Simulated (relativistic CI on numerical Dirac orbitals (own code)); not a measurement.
## Line list: Electric-dipole lines, Tb56+

Computed by Dirac-Coulomb-Breit CI, separate exchange-only KLI orbitals for each configuration, model QED, unscaled Slater integrals (own radial code, finite nucleus).

Configuration list (outside the closed core 1s2): 2s2 2p5, 2s 2p6, 2p6 3s, 2p6 3p, 2p6 3d, 2s2 2p4 3s, 2s2 2p4 3p, 2s2 2p4 3d, 2s 2p5 3s, 2s 2p5 3p, 2s 2p5 3d, 2s2 2p4 4s, 2s2 2p4 4p, 2s2 2p4 4d, 2s2 2p4 4f, 2s2 2p3 3s2, 2s 2p5 4s, 2s 2p5 4p, 2s2 2p3 3s 3p, 2s 2p5 4d, 2s 2p5 4f, 2s2 2p4 5s, 2s2 2p4 5p, 2s2 2p3 3s 3d, 2s2 2p4 5d, 2s2 2p3 3p2, 2s2 2p4 5f, 2s2 2p4 5g, 2s2 2p3 3p 3d, 2s 2p4 3s2, 2s2 2p3 3d2, 2s 2p4 3s 3p, 2s 2p4 3s 3d, 2s 2p4 3p2, 2s 2p5 5s, 2s 2p5 5p. Levels of other configurations are missing.

```tsv
λ vac (Å)	Lower	Upper	A (s⁻¹)	gf	Branching (%)
1.3539	2s2 2p5 2P°_3/2 [1]	2s2 2p4 4d 2D_5/2 [131]	4.01e+14	6.61e-01	84.5
1.6085	2s2 2p5 2P°_1/2 [2]	2s 2p5 3p 2D_3/2 [93]	8.23e+14	1.28e+00	99.4
1.6090	2s2 2p5 2P°_3/2 [1]	2s2 2p4 3d 2F_5/2 [53]	5.45e+14	1.27e+00	99.8
1.6092	2s2 2p5 2P°_3/2 [1]	2s2 2p4 3d 2P_3/2 [52]	9.70e+14	1.51e+00	99.9
1.6111	2s2 2p5 2P°_3/2 [1]	2s2 2p4 3d 2S_1/2 [51]	1.17e+15	9.12e-01	99.5
1.6151	2s 2p6 2S_1/2 [3]	2s 2p5 3d 2P°_3/2 [105]	8.96e+14	1.40e+00	99.1
1.6157	2s 2p6 2S_1/2 [3]	2s 2p5 3d 2P°_1/2 [104]	1.35e+15	1.05e+00	99.4
1.6174	2s2 2p5 2P°_3/2 [1]	2s 2p5 3p 2D_5/2 [46]	7.02e+14	1.65e+00	99.6
1.7691	2s2 2p5 2P°_3/2 [1]	2s2 2p4 3d 2D_5/2 [25]	6.57e+14	1.85e+00	100.0
1.7703	2s2 2p5 2P°_1/2 [2]	2s2 2p4 3d 2P_1/2 [63]	1.76e+15	1.65e+00	98.5
1.7717	2s2 2p5 2P°_1/2 [2]	2s2 2p4 3d 2D_3/2 [62]	1.60e+15	3.02e+00	98.8
1.7745	2s 2p6 2S_1/2 [3]	2s 2p5 3d 2P°_3/2 [87]	1.26e+15	2.38e+00	99.4
1.7760	2s2 2p5 2P°_3/2 [1]	2s2 2p4 3d 2P_3/2 [24]	1.12e+15	2.11e+00	100.0
1.7766	2s2 2p5 2P°_3/2 [1]	2s2 2p4 3d 2D_5/2 [23]	8.88e+14	2.52e+00	100.0
1.7866	2s 2p6 2S_1/2 [3]	2s 2p5 3d 2P°_1/2 [83]	1.61e+15	1.54e+00	99.6
4.8308	2s2 2p4 3p 2D°_5/2 [8]	2s2 2p4 4d 2F_7/2 [124]	5.95e+13	1.66e+00	81.2
5.2142	2s2 2p4 3p 2F°_7/2 [38]	2s2 2p4 4d 2G_9/2 [173]	7.46e+13	3.04e+00	99.6
5.2186	2s2 2p4 3p 2D°_5/2 [10]	2s2 2p4 4d 2F_7/2 [127]	5.87e+13	1.92e+00	78.2
5.2187	2s2 2p4 3p 4D°_7/2 [11]	2s2 2p4 4d 4F_9/2 [128]	7.46e+13	3.05e+00	99.6
5.2296	2s2 2p4 3p 2P°_3/2 [14]	2s2 2p4 4d 2D_5/2 [143]	6.52e+13	1.60e+00	27.6
5.4358	2s2 2p4 3d 2D_3/2 [21]	2s2 2p4 4f 2F°_5/2 [144]	1.26e+14	3.36e+00	81.4
5.4365	2s2 2p4 3d 2G_7/2 [50]	2s2 2p4 4f 2H°_9/2 [184]	1.43e+14	6.32e+00	93.1
5.4379	2s2 2p4 3d 4D_3/2 [15]	2s2 2p4 4f 2F°_5/2 [134]	8.14e+13	2.17e+00	52.2
5.4430	2s2 2p4 3d 4D_5/2 [16]	2s2 2p4 4f 2F°_5/2 [134]	6.38e+13	1.70e+00	40.8
5.4433	2s2 2p4 3d 4D_5/2 [16]	2s2 2p4 4f 2G°_7/2 [133]	1.04e+14	3.71e+00	67.5
5.4484	2s2 2p4 3d 2F_7/2 [17]	2s2 2p4 4f 2G°_9/2 [132]	1.41e+14	6.27e+00	92.1
5.4573	2s 2p5 3d 4F°_7/2 [73]	2s 2p5 4f 2G_9/2 [265]	1.37e+14	6.13e+00	87.4
5.5305	2s2 2p4 3d 4F_7/2 [54]	2s2 2p4 4f 4G°_9/2 [181]	1.46e+14	6.70e+00	96.7
5.5322	2s 2p5 3d 4F°_9/2 [76]	2s 2p5 4f 4G_11/2 [269]	1.50e+14	8.24e+00	97.0
5.5352	2s2 2p4 3d 2G_9/2 [57]	2s2 2p4 4f 2H°_11/2 [189]	1.50e+14	8.25e+00	99.8
5.5375	2s2 2p4 3d 2F_7/2 [19]	2s2 2p4 4f 2G°_9/2 [139]	1.32e+14	6.05e+00	86.8
5.5401	2s2 2p4 3d 4F_9/2 [20]	2s2 2p4 4f 4G°_11/2 [138]	1.50e+14	8.28e+00	99.8
5.5541	2s2 2p4 3d 2F_5/2 [55]	2s2 2p4 4f 4D°_7/2 [183]	1.33e+14	4.94e+00	88.4
5.5557	2s 2p5 3d 2F°_7/2 [84]	2s 2p5 4f 2G_9/2 [283]	1.49e+14	6.90e+00	93.0
5.5610	2s2 2p4 3d 2F_7/2 [61]	2s2 2p4 4f 2G°_9/2 [193]	1.26e+14	5.84e+00	83.8
5.5620	2s2 2p4 3d 2D_5/2 [25]	2s2 2p4 4f 2F°_7/2 [146]	1.43e+14	5.32e+00	94.4
5.5698	2s 2p5 3d 4D°_7/2 [78]	2s 2p5 4f 4F_9/2 [272]	1.28e+14	5.96e+00	83.1
5.6190	2s2 2p4 3d 2D_5/2 [23]	2s2 2p4 4f 2F°_7/2 [140]	1.08e+14	4.10e+00	71.1
5.6232	2s2 2p4 3d 2P_3/2 [24]	2s2 2p4 4f 2D°_5/2 [142]	9.04e+13	2.57e+00	59.1
12.287	2s2 2p4 4f 2G°_9/2 [132]	2s2 2p4 5g 2H_11/2 [236]	4.38e+13	1.19e+01	95.5
12.362	2s2 2p4 4f 2H°_11/2 [189]	2s2 2p4 5g 2I_13/2 [358]	4.51e+13	1.45e+01	99.0
12.370	2s2 2p4 4f 4G°_11/2 [138]	2s2 2p4 5g 4H_13/2 [242]	4.50e+13	1.45e+01	99.0
12.374	2s2 2p4 4f 2G°_9/2 [139]	2s2 2p4 5g 2H_11/2 [238]	4.10e+13	1.13e+01	90.8
12.382	2s2 2p4 4f 2F°_7/2 [146]	2s2 2p4 5g 2G_9/2 [255]	4.42e+13	1.02e+01	98.3
37.998	2s2 2p4 3s 4P_5/2 [4]	2s2 2p4 3p 4D°_7/2 [11]	5.17e+11	8.96e-01	72.2
```

Terms are leading LS components. Brackets give the number of a level in order of energy, since labels repeat. The list gives strong lines, with weight on those to low levels, without lines whose two gauges differ by over a factor of 2.5, among the lowest 400 of 1235 levels, so that lines to higher ones, which can be the strongest, are missing. Levels whose partners in the same complex of configurations lie outside the list can be far off, and so can their lines. Rates are taken at the computed energies, electric ones in the length gauge.

At this charge energies of transitions that change n are usually good to better than 1 %, and those within a shell (Δn = 0) to a few per cent.

LS names give the leading component of a level, which can be under half, so a name can repeat, a term be missing and a line seem to break the LS rules.
